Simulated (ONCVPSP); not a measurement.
# Configuration tests for W (ONCV)

```json
{
  "Element": "W",
  "Generator": "ONCVPSP 4.0.1",
  "Type": "optimised norm-conserving Vanderbilt (ONCV)",
  "Functional": "PBE",
  "Relativity": "scalar-relativistic",
  "Frozen core": "[Kr] 4d10 4f14",
  "Valence charge": "14",
  "Reference configuration": "5s2 5p6 5d4.5 6s1.5",
  "Partial waves": "5s+6s: rc 1.90 bohr, ncon 5, nbas 9, qcut 5.8 1/bohr, 3 projectors, debl 1.3 Ha; 5p: rc 1.70 bohr, ncon 4, nbas 8, qcut 9.8 1/bohr, 3 projectors, debl 2.7 Ha; 5d: rc 2.65 bohr, ncon 4, nbas 8, qcut 6.2 1/bohr, 2 projectors, debl 0.5 Ha",
  "Local potential": "polynomial inside 1.65 bohr (lpopt 5, dvloc0 4 Ha)",
  "Core correction": "Teter function, fcfact 2, rcfact 1.6"
}
```

Energies are relative to the spin-unpolarised reference configuration 5s2 5p6 5d4.5 6s1.5; without spin polarisation the order of configurations can differ from experiment.

Give the all-electron excitation energy and the error of the potential for: 5s2 5p6 5d4 6s2; 5s2 5p6 5d4 6s1; 5s2 5p6 5d4 6s0; 5s2 5p6 5d5 6s1.

| valence configuration | charge | ΔE all-electron (eV) | error AE − PS (meV) |
| --- | --- | --- | --- |
| 5s2 5p6 5d4 6s2 | 0 | -0.695 | +1.4 |
| 5s2 5p6 5d4 6s1 | +1 | 8.188 | -1.2 |
| 5s2 5p6 5d4 6s0 | +2 | 23.868 | -9.8 |
| 5s2 5p6 5d5 6s1 | 0 | 0.844 | -2.6 |
